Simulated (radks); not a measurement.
All-electron atom: the mercury ion Hg4+ in [Xe] 4f14 5d7.5 6s0.5 (fractional occupations, a model configuration). Calculated with a radial shooting solver on a logarithmic mesh with Libxc functionals: scalar-relativistic Kohn-Sham, PW91, spin-polarised, spherical densities, finite nucleus; open shells are filled with parallel spins first (spin-orbit coupling, left out, can overturn this in heavy ions); Fermi nuclear charge, rms radius 5.4648 fm.

Local quantities along the radius. ELF = 1/(1 + alpha^2) is the electron localisation function; alpha = (tau - tau_W)/tau_unif compares the Pauli kinetic energy density with that of the uniform gas (summed over spins); s = |grad rho|/(2 (3 pi^2)^(1/3) rho^(4/3)) is the reduced gradient; r v_xc is r times the local exchange-correlation potential of spin up (hartree bohr). tau is taken from the large components.

r (bohr)     ELF    alpha       s    r v_xc
0.0006259  1.000  0.02088   1.170   -0.1203
0.0008415  1.000  0.02185  0.9877   -0.1336
0.00114    0.999  0.02352  0.8461   -0.1525
0.001533   0.999  0.02611  0.7449   -0.1771
0.002078   0.999  0.03036  0.6723   -0.2098
0.002794   0.999  0.03710  0.6276   -0.2494
0.003786   0.998  0.04889  0.6054   -0.2976
0.005091   0.995  0.06976  0.6059   -0.3503
0.006899   0.988   0.1124  0.6293   -0.4068
0.009276   0.960   0.2036  0.6726   -0.4583
0.01257    0.846   0.4266  0.7224   -0.5004
0.0169     0.554   0.8978  0.7119   -0.5289
0.02291    0.337    1.402  0.5287   -0.5586
0.0308     0.442    1.124  0.3115   -0.6486
0.04141    0.687   0.6743  0.3004   -0.7976
0.05612    0.719   0.6253  0.4204   -0.8934
0.07545    0.456    1.092  0.4690   -0.9050
0.1023     0.389    1.254  0.2519   -0.9714
0.1375     0.676   0.6928  0.2570    -1.188
0.1863     0.612   0.7959  0.4676    -1.210
0.2505     0.281    1.600  0.3329    -1.106
0.3395     0.620   0.7823  0.1808    -1.394
0.4564     0.686   0.6758  0.4164    -1.462
0.6186     0.371    1.303  0.5793    -1.244
0.8317     0.448    1.111  0.4004    -1.229
1.127      0.664   0.7117  0.5415    -1.276
1.515      0.496    1.008  0.8896    -1.119
2.037      0.241    1.772   1.526   -0.8528
2.761      0.081    3.364   3.187   -0.5264
3.712      0.016    7.829   8.659   -0.6278
5.031      0.001    35.40   38.59  -0.03122

On this mesh the ELF has minima near r = 0.023, 0.088, 0.25, 0.71 bohr, which separate the shells, and maxima near 0.048 (0.74), 0.16 (0.71), 0.39 (0.71), 1.1 (0.66).
